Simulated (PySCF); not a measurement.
SMILES FC(F)(F)c1ccc(C(F)(F)F)cc1, GFN2-xTB optimised geometry.

```
18

F     -0.80    -3.41     0.60
C     -1.46    -2.43    -0.03
F     -1.66    -2.86    -1.29
F     -2.67    -2.36     0.54
C     -0.72    -1.12     0.00
C     -1.44     0.07    -0.01
C     -0.75     1.27    -0.01
C      0.64     1.27     0.00
C      1.35     2.60    -0.01
F      0.90     3.41     0.96
F      2.67     2.49     0.16
F      1.16     3.26    -1.17
C      1.35     0.08     0.00
C      0.67    -1.12     0.00
H     -2.51     0.05    -0.01
H     -1.29     2.21    -0.01
H      2.43     0.09     0.00
H      1.21    -2.06     0.01
```

Density from PySCF 2.14.0 with PBE/def2-SVP at that geometry.

Minimum of the electron density along straight lines between bonded atoms, close to the bond critical point (lines longer than 1.1 times the sum of covalent radii, or with two minima, are not listed):

| bond | length / Å | ρ at the minimum / e bohr⁻³ | ∇²ρ there / e bohr⁻⁵ | position (fraction from the first atom) |
|---|---|---|---|---|
| F1–C2 | 1.340 | 0.277 | -0.25 | 0.66 |
| C2–F3 | 1.346 | 0.275 | -0.31 | 0.35 |
| C2–F4 | 1.339 | 0.277 | -0.25 | 0.34 |
| C2–C5 | 1.506 | 0.265 | -0.65 | 0.53 |
| C5–C6 | 1.389 | 0.306 | -0.74 | 0.51 |
| C6–C7 | 1.382 | 0.310 | -0.77 | 0.50 |
| C7–C8 | 1.390 | 0.306 | -0.74 | 0.50 |
| C8–C9 | 1.506 | 0.265 | -0.65 | 0.47 |
| C9–F10 | 1.343 | 0.276 | -0.29 | 0.35 |
| C9–F11 | 1.337 | 0.278 | -0.24 | 0.34 |
| C9–F12 | 1.345 | 0.275 | -0.29 | 0.35 |
| C8–C13 | 1.387 | 0.306 | -0.74 | 0.51 |
| C5–C14 | 1.388 | 0.306 | -0.74 | 0.51 |
| C13–C14 | 1.384 | 0.310 | -0.77 | 0.50 |
| C6–H15 | 1.079 | 0.284 | -1.09 | 0.64 |
| C7–H16 | 1.079 | 0.283 | -1.08 | 0.64 |
| C13–H17 | 1.079 | 0.284 | -1.09 | 0.64 |
| C14–H18 | 1.079 | 0.284 | -1.09 | 0.64 |
